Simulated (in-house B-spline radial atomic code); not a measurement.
Inner levels of zinc as electrons are removed. A shift is the extra binding of the orbital against the neutral atom ([Ar] 3d10 4s2). Computed with an all-electron radial atomic-structure program (B-spline basis): non-relativistic Hartree-Fock, average of the configuration, point nuclei.

```tsv
ion	configuration	shift of 2s (eV)	shift of 2p (eV)	shift of 1s (eV)	radius of 2s (bohr)	radius of 2p (bohr)	radius of 1s (bohr)	Σ<r²> (bohr²)	change of density at nucleus (bohr⁻³)
Zn9+	[Ar] 3d3	242.86	242.51	238.21	0.22828	0.19891	0.051096	5.6193	33.34
Zn10+	[Ar] 3d2	285.23	284.89	280.06	0.22808	0.19869	0.051098	4.9606	43.715
Zn11+	[Ar] 3d1	329.97	329.68	324.41	0.22784	0.19843	0.051101	4.373	55.075
Zn12+	[Ne] 3s2 3p6	377.02	376.82	371.26	0.22757	0.19812	0.051104	3.8454	67.414
Zn13+	[Ne] 3s2 3p5	423.56	423.8	422.85	0.2272	0.19813	0.051097	3.3239	83.093
Zn14+	[Ne] 3s2 3p4	471.5	472.24	476.29	0.22681	0.19779	0.05109	2.8346	99.544
```
